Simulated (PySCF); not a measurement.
**EPR parameters of C6H9FNO**

C6H9FNO (doublet state).
Atom-mapped SMILES: `[CH3:1][CH2:2][C:3]1[NH:4][O:5][CH:6]=[C:7]1[CH2:8][F:9]` (hydrogens: H10, H11, H12 on C1; H13, H14 on C2; H15 on N4; H16 on C6; H17, H18 on C8)

Geometry (GFN2-xTB, Å), atoms numbered from 1 in this order:
```
atom  x, y, z in Å
C1    -2.2746    0.4126    0.1351
C2    -1.2166   -0.5143    0.7476
C3    -0.0092   -0.6177   -0.1068
N4     0.0378   -1.5508   -1.1600
O5     1.3059   -1.4387   -1.7744
C6     1.9276   -0.3548   -1.1860
C7     1.1421    0.1597   -0.1786
C8     1.4808    1.3312    0.6789
F9     2.8344    1.4015    0.9042
H10   -3.1487    0.4661    0.7795
H11   -1.8712    1.4144    0.0093
H12   -2.5789    0.0374   -0.8381
H13   -1.6511   -1.5087    0.8799
H14   -0.9310   -0.1320    1.7304
H15   -0.1492   -2.5282   -0.9383
H16    2.8990   -0.1050   -1.5495
H17    1.1967    2.2745    0.1961
H18    0.9974    1.2590    1.6590
```

The hyperfine couplings belong to this conformer and change with its torsions.

Method used: UKS B3LYP, pcH-1 on C F H N O, non-relativistic, mean-field spin-orbit, GIAO (PySCF 2.14.0). Isolated species at its GFN2-xTB geometry (one conformer only). A GFN2-xTB geometry isn't a minimum of the functional, and hyperfine couplings can be far from their values at a DFT geometry. The SCF solution wasn't tested for stability.

* g1, g2, g3: 2.00202, 2.00386, 2.00458
* g_iso: 2.00349
* Form of g: rhombic: the two nearest values differ by 28 % of g3 − g1
* ⟨S²⟩: 0.7689 (exact 0.7500)
* α and β electrons: 35, 34
* Basis functions: 315

Hyperfine couplings atom by atom, in MHz; T1 to T3 are the principal values of the dipolar part:

```json
{"atom": "C1", "isotope": "13C", "a_iso": "42.2", "T1": "-2.7", "T2": "-2.5", "T3": "5.3", "Mulliken spin population": "0.02"}
{"atom": "C2", "isotope": "13C", "a_iso": "-16.9", "T1": "-0.9", "T2": "-0.4", "T3": "1.3", "Mulliken spin population": "-0.03"}
{"atom": "C3", "isotope": "13C", "a_iso": "43.1", "T1": "-42.5", "T2": "-40.7", "T3": "83.2", "Mulliken spin population": "0.46"}
{"atom": "N4", "isotope": "14N", "a_iso": "30.8", "T1": "-8.7", "T2": "-8.1", "T3": "16.8", "Mulliken spin population": "0.11"}
{"atom": "O5", "isotope": "17O", "a_iso": "-28.5", "T1": "-65.6", "T2": "31.9", "T3": "33.7", "Mulliken spin population": "0.12"}
{"atom": "C6", "isotope": "13C", "a_iso": "45.3", "T1": "-43.2", "T2": "-41.1", "T3": "84.3", "Mulliken spin population": "0.49"}
{"atom": "C7", "isotope": "13C", "a_iso": "-39.1", "T1": "-24.4", "T2": "11.7", "T3": "12.7", "Mulliken spin population": "-0.19"}
{"atom": "C8", "isotope": "13C", "a_iso": "4.0", "T1": "-0.5", "T2": "-0.3", "T3": "0.8", "Mulliken spin population": "0.01"}
{"atom": "F9", "isotope": "19F", "a_iso": "-13.5", "T1": "-10.6", "T2": "2.2", "T3": "8.4", "Mulliken spin population": "0.00"}
{"atom": "H10", "isotope": "1H", "a_iso": "6.3", "T1": "-1.9", "T2": "-1.1", "T3": "3.1", "Mulliken spin population": "0.01"}
{"atom": "H11", "isotope": "1H", "a_iso": "-1.1", "T1": "-3.0", "T2": "-1.1", "T3": "4.1", "Mulliken spin population": "0.00"}
{"atom": "H12", "isotope": "1H", "a_iso": "-2.2", "T1": "-2.9", "T2": "-0.9", "T3": "3.8", "Mulliken spin population": "0.00"}
{"atom": "H13", "isotope": "1H", "a_iso": "14.4", "T1": "-2.9", "T2": "-2.6", "T3": "5.5", "Mulliken spin population": "0.01"}
{"atom": "H14", "isotope": "1H", "a_iso": "16.4", "T1": "-3.3", "T2": "-2.4", "T3": "5.7", "Mulliken spin population": "0.01"}
{"atom": "H15", "isotope": "1H", "a_iso": "80.2", "T1": "-8.2", "T2": "-6.0", "T3": "14.2", "Mulliken spin population": "0.03"}
{"atom": "H16", "isotope": "1H", "a_iso": "-36.9", "T1": "-21.2", "T2": "-0.2", "T3": "21.4", "Mulliken spin population": "-0.03"}
{"atom": "H17", "isotope": "1H", "a_iso": "-15.1", "T1": "-1.9", "T2": "-0.5", "T3": "2.3", "Mulliken spin population": "-0.01"}
{"atom": "H18", "isotope": "1H", "a_iso": "-6.5", "T1": "-1.7", "T2": "-1.1", "T3": "2.7", "Mulliken spin population": "0.00"}
```

Largest spin populations (Mulliken): C6 (+0.49), C3 (+0.46), C7 (-0.19) and O5 (+0.12). The positive populations add up to 1.27 and the negative ones to -0.27, together 2S = 1.

C3, the radical centre as drawn in `CC[C]1NOC=C1CF`, holds a spin population of +0.46 out of 1.

Axes: g3 points within 12° of the C6–H16 bond.

Under fast tumbling the dipolar parts average out, and these isotropic splittings remain (the largest six): 1 × 1H (H15, I = 1/2, 2 lines) with 2.86 mT, 1 × 1H (H16, I = 1/2, 2 lines) with 1.32 mT, 1 × 14N (N4, I = 1, 3 lines) with 1.10 mT, 2 × 1H (H13/H14, I = 1/2, 3 lines) with 0.55 mT, 1 × 19F (F9, I = 1/2, 2 lines) with 0.48 mT and 2 × 1H (H17/H18, I = 1/2, 3 lines) with 0.38 mT.

Nuclei that the bonding pattern makes equivalent are averaged, as if the motion that swaps them (rotation, inversion, ring flip) were fast. The three 1H nuclei of mean +1.0 MHz run from -2.2 to 6.3 MHz in the frozen geometry. The 1H value of -10.8 MHz is a mean of couplings from -15.1 to -6.5 MHz in this one geometry, not an average over conformers.

The 13C coupling of C6 (45.3 MHz) shows only in satellite lines or after enrichment, since that isotope makes up about 1.07 % of natural carbon.

The 17O coupling of O5 (-28.5 MHz) shows only in satellite lines or after enrichment, since that isotope makes up about 0.038 % of natural oxygen.
